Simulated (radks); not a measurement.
Fractional charge and spin in the 6s shell of thulium: the spin-up occupation runs from 0 to 1 and the spin-down occupation from 0 to 1; the fullest corner is Tm, [Xe] 4f(up 6.5, down 6.5) 6s(up 1, down 1). All-electron calculation, scalar-relativistic Kohn-Sham, PBE, spin-polarised, spherical densities, point nucleus. Program: a radial shooting solver on a logarithmic mesh with Libxc functionals. Energy (eV) minus the two flat planes that join the four corners (they meet along the diagonal where the two added fractions sum to one electron); zero is where a piecewise linear energy would lie.

| down \ up | 0 | 0.25 | 0.5 | 0.75 | 1 |
|---|---|---|---|---|---|
| 0 | 0.000 | -0.535 | -0.707 | -0.526 | 0.000 |
| 0.25 | -0.535 | -0.652 | -0.424 | 0.145 | -0.460 |
| 0.5 | -0.707 | -0.424 | 0.193 | -0.369 | -0.610 |
| 0.75 | -0.526 | 0.145 | -0.369 | -0.565 | -0.453 |
| 1 | 0.000 | -0.460 | -0.610 | -0.453 | 0.000 |

Corners above the fullest one (they belong to Tm+ and the next ion): (up 1, down 0) 6.264 eV, (up 0, down 1) 6.264 eV, (up 0, down 0) 18.556 eV. With half an added electron in each spin the energy lies 0.193 eV from the planes, and with half an added electron in spin up alone -0.707 eV. The planes are only a guide here: the flat-plane condition holds for ground states with one frontier orbital, while this shell lies below other occupied shells, so the corners above the fullest one are inner-hole states and not the ground states of those ions.
